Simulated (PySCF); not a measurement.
C3H9FSi, SMILES [SiH2](F)C(C)C (GFN2-xTB optimised geometry):

```
14

C      1.376    -0.481     0.000
C     -0.152    -0.481     0.000
C     -0.678     0.955     0.000
Si    -0.858    -1.485     1.457
F     -2.465    -1.490     1.305
H      1.765    -1.496    -0.048
H      1.759     0.072    -0.856
H      1.759    -0.012     0.904
H     -0.483    -0.952    -0.935
H     -0.343     1.487     0.889
H     -0.315     1.496    -0.874
H     -1.765     0.969    -0.018
H     -0.615    -0.853     2.746
H     -0.477    -2.889     1.402
```

Level of theory: PBE0/def2-TZVP run with PySCF 2.14.0.

What are the frontier orbital energies and the dipole moment?

HOMO-2 -9.73 eV, HOMO-1 -9.44 eV, HOMO -8.25 eV, LUMO 0.25 eV, LUMO+1 0.97 eV; dipole moment 1.84 D.

Meta-Löwdin charges at PBE0/def2-TZVP: C1 -0.34, C2 -0.30, C3 -0.34, Si4 0.95, F5 -0.52, H6 0.11, H7 0.12, H8 0.11, H9 0.12, H10 0.11, H11 0.11, H12 0.12, H13 -0.12, H14 -0.12.
